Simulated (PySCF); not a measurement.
Compound: Si4H8.
Atom-mapped SMILES: `[SiH2:1]1[SiH2:2][SiH2:3][SiH2:4]1` (hydrogens: H5, H6 on Si1; H7, H8 on Si2; H9, H10 on Si3; H11, H12 on Si4)

Geometry (PBE0-D3(BJ)/def2-SVP, Å), atoms numbered from 1 in this order:
```
atom  x, y, z in Å
Si1    0.4287    0.2209    1.6097
Si2    1.5693    0.4055   -0.4647
Si3   -0.4180   -0.2052   -1.6114
Si4   -1.5430   -0.4438    0.4654
H5     0.9884   -0.8246    2.5245
H6     0.3120    1.5095    2.3623
H7     2.6976   -0.5635   -0.6348
H8     2.0603    1.7818   -0.7897
H9    -0.3225   -1.4640   -2.4165
H10   -0.9748    0.8820   -2.4777
H11   -1.9625   -1.8469    0.7768
H12   -2.7177    0.4642    0.6549
```

The closed-shell ground state was solved at several levels (PySCF, density fitting, gas phase, non-relativistic). The dipole stays under 0.02 D at every level.

```
              level  basis functions  total energy (Eh)  HOMO (eV)  LUMO (eV)  gap (eV)
CAM-B3LYP/def2-SVPD              160         -1162.4065      -8.72      -0.28      8.44
   wB97X-D/pcSseg-2              284         -1162.8119      -9.30       0.32      9.62
```

Problem. What might PBE0/pcSseg-1 (136 basis functions) give for the same quantities?

Solution. Total energy -1162.2314 Eh, HOMO -7.68 eV, LUMO -1.38 eV, gap 6.30 eV.

Problem. Over all these levels, which gives the widest orbital gap and which the narrowest?

Solution. wB97X-D/pcSseg-2 (range-separated hybrid) has the widest, 9.62 eV, and PBE0/pcSseg-1 (global hybrid, 25 % exact exchange) the narrowest, 6.30 eV. Functional and basis both differ between the two, so the spread mixes both effects.

The pairwise dispersion term of wB97X-D wasn't added to the energies; at a given geometry it leaves orbitals and properties as they are.
